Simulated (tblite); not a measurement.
Species: FGeH5SSi.
SMILES with atom numbers: `[F:1][GeH2:2][S:3][SiH3:4]` (hydrogens: H5, H6 on Ge2; H7, H8, H9 on Si4)

Geometry (GFN2-xTB, Å), atoms numbered from 1 in this order:
```
atom  x, y, z in Å
F1     1.488    1.428   -0.372
Ge2    1.636   -0.201    0.290
S3    -0.093   -0.594    1.573
Si4   -1.687    0.049    0.246
H5     1.720   -0.998   -0.993
H6     2.924   -0.132    1.066
H7    -1.561    1.484    0.030
H8    -2.857   -0.324    1.025
H9    -1.557   -0.706   -0.999
```

All values are computed: GFN2-xTB (tblite) harmonic vibrations without scaling, gas phase. This tight-binding method is rough: wavenumbers can miss measured ones by several per cent, in bad cases by 10 to 20. Modes of hydrogen on germanium and silicon can be 10 to 20 % off. One conformer, not necessarily the lowest.

Harmonic wavenumbers (cm⁻¹): 39.3, 87.1, 102.7, 164.5, 384.7, 415.8, 452.8, 479.5, 531.2, 559.0, 578.5, 656.1, 733.2, 751.2, 759.9, 773.1, 1854.6, 1940.9, 2273.9, 2322.4, 2353.9.

A = 4592, B = 1628, C = 1317 MHz; mass 157.908 u (most abundant isotopes); point group C1, symmetry number 1.

Zero-point energy?

½Σν̃ = 9107 cm⁻¹ = 108.95 kJ/mol.

Give the ideal-gas entropy at 273.15 K and 1 bar in the rigid-rotor, harmonic-oscillator model (classical rotation).

Translation 170.17, rotation 115.56, vibration 81.82: S = 367.5 J/(mol K).

And Cp and H(273.15 K) − H(0)?

Cp = 114.03 J/(mol K), of which vibrations give 80.78 (their classical limit is 21 R = 174.6); H(273.15 K) − H(0) = 20.51 kJ/mol without the zero-point energy, 11.43 from vibrations.

Blend soft modes into free rotors: weight 1/[1 + (100 cm⁻¹/ν̃)⁴] for the oscillator and the rest for a rotor with moment μB/(μ + B), μ = h/(8π²ν), B = 10⁻⁴⁴ kg m². What vibrational entropy results?

73.31 J/(mol K) in place of 81.82, which changes −T·S at 273.15 K by +2.32 kJ/mol.

Which modes carry the vibrational entropy at 273.15 K?

39.3 cm⁻¹: 21.42; 87.1 cm⁻¹: 14.87; 102.7 cm⁻¹: 13.52; 164.5 cm⁻¹: 9.76; 384.7 cm⁻¹: 3.73; 415.8 cm⁻¹: 3.28 J/(mol K); the other 15 give 15.23 together.

What must be added to the electronic energy to get the Gibbs energy at 273.15 K and 1 bar?

ZPE + [H(273.15 K) − H(0)] − T·S = 108.95 + 20.51 − 100.39 = 29.07 kJ/mol.

Hindered rotation and anharmonicity are outside this model. Other conformers, if any are populated, would add a mixing term that is left out. The structure is chiral; the term R ln 2 for an equal mix with its mirror image is left out.
